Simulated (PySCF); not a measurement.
# Electric field gradients and quadrupole coupling constants

Compound: C4H10GeS.
Cartesian coordinates in Å at the PBE0-D3(BJ)/def2-SVP level; atoms count from 1:
```xyz
16
C4H10GeS angstrom
C      3.0411    0.0083   -1.0749
S      2.0519   -0.8964    0.1582
Ge     0.0011   -0.2766   -0.4300
C     -1.4834   -1.1838    0.4966
C     -2.1345    0.2083    0.6905
C     -0.9260    1.1665    0.5589
H      2.9903    1.0955   -0.9214
H      4.0831   -0.3144   -0.9424
H      2.7267   -0.2357   -2.0998
H     -0.0505   -0.1978   -1.9730
H     -2.0850   -1.9461   -0.0170
H     -1.1204   -1.6057    1.4471
H     -2.8484    0.3976   -0.1280
H     -2.6992    0.3151    1.6325
H     -0.4146    1.3177    1.5225
H     -1.1198    2.1473    0.1030
```

Field gradients from the PBE0/pcSseg-1 density (PySCF, non-relativistic), principal values in atomic units, ordered |Vxx| ≤ |Vyy| ≤ |Vzz|:

```tsv
atom	Vxx	Vyy	Vzz
S2	0.3057	2.1345	-2.4402
Ge3	-0.0871	-0.8520	0.9391
```

Task: Find the asymmetry η = (Vxx − Vyy)/Vzz and the couplings χ = eQV/h (234.96 MHz × Q in barn × V in au), with Q(33S) = −0.0678 b, Q(73Ge) = −0.196 b.

Result: 
| atom | environment | nucleus | η | χzz (MHz) | χxx (MHz) | χyy (MHz) |
| --- | --- | --- | --- | --- | --- | --- |
| S2 | sulfur bonded to C and Ge | 33S | 0.75 | 38.87 | -4.87 | -34.00 |
| Ge3 | germanium bonded to 2 C, S and H | 73Ge | 0.81 | -43.25 | 4.01 | 39.24 |

The tensor is traceless: Vxx + Vyy + Vzz = 0.

Task: What is Vzz at S2 in SI units (1 au = 9.71736 × 10²¹ V/m²)?

Result: -2.4402 au = -23.712 × 10²¹ V/m².

Were the hydrogens deuterons (Q(2H) = 0.00286 b), χzz would run from 87 kHz (H10) to 203 kHz (H16 and H11).

One conformer (not necessarily the lowest) at the PBE0-D3(BJ)/def2-SVP geometry, without solvent, vibrations or thermal averaging. The calculation is non-relativistic, for germanium too. The basis is small and wasn't made for field gradients, so the couplings can be 20 % off.
